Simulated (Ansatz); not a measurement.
# Ligand exchange: C2H4Br2 + AlHBr2 → C2H5Br + AlBr3

Species: C2H4Br2 (1,1-dibromoethane) `CC(Br)Br`, singlet; AlHBr2 `[Br][AlH][Br]`, singlet; C2H5Br (bromoethane) `CCBr`, singlet; AlBr3 (aluminum bromide) `[Br][Al]([Br])[Br]`, singlet. The partners trade Br for H: C–Br and Al–H bonds give way to C–H and Al–Br.

Shapes, held fixed at every level: PBE0-D4/def2-TZVP. Programs: Ansatz 0.2.0. The zero-point and thermal change to 298 K, harmonic and unscaled (PBE0-D4/def2-TZVP), is +11.9 kJ/mol.

| level | kind | ΔH(298 K) (kJ/mol) | less CCSD(T)/def2-TZVPP | CPU time (sum over the molecules) |
| --- | --- | --- | --- | --- |
| r2SCAN0-D4/def2-TZVPP | global hybrid | -212.8 | -10.9 | 70 s |
| wB97M-V/def2-TZVPP | range-separated hybrid | -203.5 | -1.6 | 2.4 min |
| wB97X-V/def2-TZVPP | range-separated hybrid | -202.2 | -0.3 | 96 s |
| CCSD(T)/def2-SVP | coupled cluster or CI | -208.4 | -6.5 | 78 s |
| CCSD/def2-SVP | coupled cluster or CI | -212.3 | -10.4 | – |
| CCSD/def2-TZVPP | coupled cluster or CI | -205.9 | -4.0 | – |
| CCSD(T)/def2-TZVPP | coupled cluster or CI | -201.9 | 0.0 | 18 min |

The highest level, CCSD(T)/def2-TZVPP, gives ΔH(298 K) = -201.9 kJ/mol; the levels span -212.8 to -201.9. The column of differences is taken from that level and isn't an error. No measured value is set beside it here. Relativity is left out for Br. Outer-core shells of Br are correlated, in sets that cover them unevenly. Times are processor times on shared x86 and Arm servers, and rough.
